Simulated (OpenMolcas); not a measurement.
# Tb2+: CASPT2 settings compared

- Program: OpenMolcas
- Basis: ANO-R3 [9s8p5d5f3g2h]
- Scalar Hamiltonian: X2C, finite nucleus
- Active space: 9 electrons in 7 orbitals (4f)
- State averaging: 2S+1 = 6 odd, 21 roots (18 in the spin-orbit step); 2S+1 = 4 odd, 115 roots kept (CI in the orbitals of an earlier block, 80 in the spin-orbit step); 2S+1 = 2 odd, 107 roots kept (CI in the orbitals of an earlier block, 0 in the spin-orbit step)
- Spin-orbit coupling: state interaction with AMFI integrals over the reference wave functions, term energies averaged over their components

Methods on the same reference wave functions:
A. CASSCF
B. SS-CASPT2, IPEA 0.5 Eh, sigma1 regulariser 0.05 Eh (closed shells correlated: 5s 5p)
C. SS-CASPT2, IPEA 0.75 Eh, sigma1 regulariser 0.4 Eh (closed shells correlated: 5s 5p)
D. SS-CASPT2, IPEA 0.5 Eh, real shift 0.25 Eh (closed shells correlated: 4d 5s 5p)

Energies in cm-1 above 4f9 6H* 15/2, the measured ground level; measured values from Martin, Zalubas and Hagan, Atomic Energy Levels: The Rare-Earth Elements, NSRDS-NBS 60 (1978).

```tsv
Level	A	B	C	D	Measured
4f9 6H* 15/2	0.0	0.0	0.0	0.0	0.0
4f9 6H* 13/2	2970	2980	2980	2990	2805
4f9 6H* 11/2	5205	5200	5200	5220	4735
4f9 6H* 9/2	6866	6850	6850	6860	6258
4f9 6H* 7/2	8106	8070	8070	8090	7422
4f9 6H* 5/2	9012	8970	8970	8980	8286
4f9 6F* 11/2	9497	7510	7730	7320	6470
4f9 6F* 9/2	10392	8450	8680	8280	7622
4f9 6F* 7/2	11960	10010	10240	9830	
4f9 6F* 5/2	13433	11460	11690	11280	10220
4f9 6F* 3/2	14578	12590	12820	12410	
4f9 6F* 1/2	15293	13300	13530	13110	
4f9 4F* 9/2 [75 %]	22767	21460	21730	21500
```

Deviations, from unrounded energies. A percentage is the sum of absolute deviations over the sum of measured energies, with the sign that they share, or ± where signs differ.

```
                        Against measurement  Levels      A      B      C      D
             mean absolute deviation (cm-1)       8   1500    710    790    650
      fine structure of the ground term (%)       5   +9.0   +8.7   +8.7   +8.9
other terms of the ground configuration (%)       3  +37.1  +12.8  +15.6  +10.5
```

D lies closest to measurement on these levels and A furthest from it. The largest miss of D in the table is 4f9 6F* 5/2, by +1100 cm-1. The ranking rests on the paired levels alone, and a cruder setting can come out closer through cancelling errors.

Among B to D the level of the table that moves most is 4f9 6F* 1/2, by 420 cm-1 (lowest in D, highest in C). Moves below CASPT2's spread within the term are not significant.

The two smallest mean deviations differ by little beside CASPT2's spread within terms, so their order carries little weight.

From A to B the spin-free energies of the other terms of 4f9 shown, above 6H*, scale by factors of 0.70 to 0.94, as is usual when dynamic correlation screens the repulsion within a d or f shell.

The lowest spin-free term lies below A's lowest term by 0.841 hartree in B, 0.828 hartree in C, 1.522 hartree in D.

Term energies are means over components that CASPT2 splits; among the terms shown or strongly mixed into the levels shown the widest spread is 140 cm-1 (4f9 6F*, C). High states are left out of the spin-orbit mixing, which shifts the levels that they would mix with. Terms from blocks run as CI alone lack orbitals of their own. Without dynamic correlation excited terms often stand tens of per cent too high (terms of higher spin than the ground term too low), and those without a measured partner can miss by more than the paired ones (holds for A). Some terms miss by over 15 % even with CASPT2, which points to a basis or an active space too small for the shells correlated (holds for B; C). Measured partners are found by configuration, term and J. A level has none where our copy of the source lacks it or the pairing is in doubt (some pairs that miss far off the trend of their configuration count as doubtful), and it then counts in no deviation. Levels of configurations outside the active space are missing. The table leaves out levels that lie high or whose names do not pair safely across all columns.

A share in square brackets marks a mixed level and gives the weight of the term that names it, the lowest over the columns. * marks odd parity.
